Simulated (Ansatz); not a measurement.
## A relaxation, step by step

Al2NH7O4F, doublet, PBE0-D4/def2-TZVP (Ansatz 0.2.0). Settings:

```yaml
hamiltonian: {xc: pbe0, dispersion: d4}
relax: {f_tol: 0.005, max_steps: 200}
```

Start, a step off a saddle point along its unstable mode:

Al1  (-1.011, -0.713, -0.305)
O2  (0.377, -0.326, -1.202)
Al3  (-0.079, 1.271, -1.780)
O4  (-1.690, 0.887, -0.716)
O5  (0.705, 2.570, -0.961)
F6  (-2.023, -2.010, -0.470)
H7  (0.643, -0.867, 1.340)
N8  (-0.272, -0.795, 1.535)
H9  (1.516, -0.636, -0.239)
O10  (1.989, -0.799, 0.475)
H11  (-2.579, 1.210, -0.863)
H12  (1.035, 3.319, -1.452)
H13  (-0.658, -1.548, 2.106)
H14  (-0.420, 0.068, 2.062)
H15  (2.466, -1.633, 0.471)
(Å)

| step | energy less the last (meV) | largest force component (eV/Å) |
| --- | --- | --- |
| 1 | 1135.7 | 7.397 |
| 4 | 97.9 | 0.564 |
| 7 | 76.7 | 0.064 |
| 10 | 74.6 | 0.018 |
| 13 | 73.4 | 0.033 |
| 16 | 73.1 | 0.010 |
| 19 | 72.8 | 0.030 |
| 22 | 71.8 | 0.214 |
| 25 | 60.1 | 0.432 |
| 28 | 45.9 | 0.129 |
| 31 | 25.8 | 0.233 |
| 34 (rejected trial) | 34.5 | 0.492 |
| 37 | 0.6 | 0.030 |
| 40 | 0.0 | 0.009 |
| 43 | 0.0 | 0.003 |

Step 7, positions (Å) and forces (eV/Å):

```json
{"atom": "Al1", "x": "-1.026", "y": "-0.737", "z": "-0.359", "Fx": "0.002", "Fy": "-0.008", "Fz": "-0.038"}
{"atom": "O2", "x": "0.357", "y": "-0.344", "z": "-1.283", "Fx": "0.009", "Fy": "0.012", "Fz": "-0.005"}
{"atom": "Al3", "x": "-0.112", "y": "1.294", "z": "-1.769", "Fx": "0.017", "Fy": "0.000", "Fz": "0.008"}
{"atom": "O4", "x": "-1.729", "y": "0.871", "z": "-0.696", "Fx": "-0.051", "Fy": "0.031", "Fz": "-0.010"}
{"atom": "O5", "x": "0.694", "y": "2.527", "z": "-0.873", "Fx": "-0.002", "Fy": "-0.005", "Fz": "-0.005"}
{"atom": "F6", "x": "-2.030", "y": "-2.053", "z": "-0.408", "Fx": "0.022", "Fy": "0.021", "Fz": "0.016"}
{"atom": "H7", "x": "0.606", "y": "-0.971", "z": "1.434", "Fx": "0.028", "Fy": "0.030", "Fz": "0.002"}
{"atom": "N8", "x": "-0.393", "y": "-0.689", "z": "1.497", "Fx": "-0.015", "Fy": "-0.064", "Fz": "0.006"}
{"atom": "H9", "x": "1.695", "y": "-0.718", "z": "-0.281", "Fx": "-0.013", "Fy": "0.003", "Fz": "-0.053"}
{"atom": "O10", "x": "2.156", "y": "-0.996", "z": "0.551", "Fx": "-0.047", "Fy": "0.033", "Fz": "0.059"}
{"atom": "H11", "x": "-2.623", "y": "1.175", "z": "-0.843", "Fx": "0.002", "Fy": "-0.011", "Fz": "0.000"}
{"atom": "H12", "x": "0.913", "y": "3.358", "z": "-1.290", "Fx": "-0.005", "Fy": "-0.008", "Fz": "0.003"}
{"atom": "H13", "x": "-0.879", "y": "-1.295", "z": "2.148", "Fx": "-0.020", "Fy": "-0.025", "Fz": "0.021"}
{"atom": "H14", "x": "-0.409", "y": "0.256", "z": "1.865", "Fx": "0.014", "Fy": "0.055", "Fz": "0.014"}
{"atom": "H15", "x": "2.781", "y": "-1.678", "z": "0.308", "Fx": "0.059", "Fy": "-0.063", "Fz": "-0.017"}
```

Last step (43):

```
15
angstrom
Al -0.9537 -0.8375 -0.4617
O 0.3913 -0.4243 -1.4461
Al -0.0990 1.2558 -1.7003
O -1.8397 0.5915 -1.1154
O 0.1889 2.2041 -0.2454
F -1.7685 -2.2556 -0.2452
H 0.5976 -0.6889 1.4082
N -0.3210 -0.2352 1.2957
H 1.7147 -0.9131 -0.4345
O 2.1576 -1.1747 0.4098
H -2.5279 1.1364 -0.7347
H 0.8144 2.9272 -0.2466
H -0.8816 -0.3787 2.1267
H -0.1251 0.7675 1.1636
H 2.6520 -1.9747 0.2254
```

The run took 120 s on 4 CPU threads of an AMD EPYC 7R13 and a share of one NVIDIA H100 (shared host), with 1.1 GiB of host memory at its peak.
